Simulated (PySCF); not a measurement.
**Two-dimensional NMR puzzle**

Compound of formula C8H18. Correlations simulated from computed shifts and the bond graph:

HSQC (one-bond C–H):
| δH | δC |
| --- | --- |
| 0.87 | 26.8 |

HMBC (two and three bonds, from the bond graph):
| δH | δC |
| --- | --- |
| 0.87 | 34.6, 26.8 |

Carbons without hydrogens: δ 34.6.

[PySCF 2.14: GIAO PBE0/pcSseg-1 shieldings; geometry from PBE0-D3(BJ)/def2-SVP; a single conformation; non-relativistic; one averaged value for each set of equivalent atoms; no solvent model]

Referencing at the same level of theory: TMS for ¹H and ¹³C.

Exchangeable hydrogens are left out of these lists.

Problem. Which molecule is this?

Solution. `InChI=1S/C8H18/c1-7(2,3)8(4,5)6/h1-6H3`.

Atoms are numbered as in `[CH3:1][C:2]([CH3:3])([CH3:4])[C:5]([CH3:6])([CH3:7])[CH3:8]`. Hydrogens are named by the atom that carries them.

δC 34.6 is C2/C5, a quaternary sp3 carbon. δC 26.8 is C1/C3/C4/C6/C7/C8, a methyl carbon (δH 0.87). HMBC from δH 0.87 reaches the proton-free carbon C2/C5.

The shifts were computed for this structure.

Shifts are as computed. Against solution values, carbons near 30 ppm lie about +2 ppm off and those near 130 ppm about +5 ppm. Of 1211 compounds with measured shifts, 218 miss one by over three times the rms of a fit or turn the order of signals round; such compounds aren't used in these exercises.
